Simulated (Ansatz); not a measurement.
`OB1OC1S`. Total charge 0; spin multiplicity 1. The structure was optimised at the PBE0-D4/def2-TZVP level. It is one conformer, not always the lowest.

```xyz
8

O     1.245   -1.023   -1.559
B     0.634   -0.173   -0.726
O     0.283    1.111   -0.710
C    -0.080    0.298    0.524
S    -1.781   -0.035    0.809
H     1.316   -1.918   -1.221
H     0.466    0.656    1.391
H    -2.084    1.084    1.492
```

Q: What is the dipole moment at ωB97M-V/def2-TZVPP? (Estimate.)

A: Ansatz gave: 2.53 D, with components (0.78, -1.77, 1.63) D in this frame, pointing from negative to positive charge.

Q: And with PBE, r2SCAN, B3LYP? (Estimate.)

A: The calculation gave: PBE 2.35 D, r2SCAN 2.43 D, B3LYP 2.52 D.

Q: Give the Mulliken charges with ωB97M-V, r2SCAN, PBE in def2-TZVPP. (Estimate.)

A: Computed: 
| atom | ωB97M-V | r2SCAN | PBE |
| --- | --- | --- | --- |
| O1 | -0.26 | -0.29 | -0.22 |
| B2 | 0.27 | 0.28 | 0.15 |
| O3 | -0.26 | -0.27 | -0.19 |
| C4 | -0.09 | -0.01 | -0.04 |
| S5 | -0.10 | -0.12 | -0.13 |
| H6 | 0.20 | 0.23 | 0.21 |
| H7 | 0.13 | 0.09 | 0.12 |
| H8 | 0.11 | 0.09 | 0.10 |

B3LYP here is the variant with VWN-RPA as its local correlation; programs differ in this.
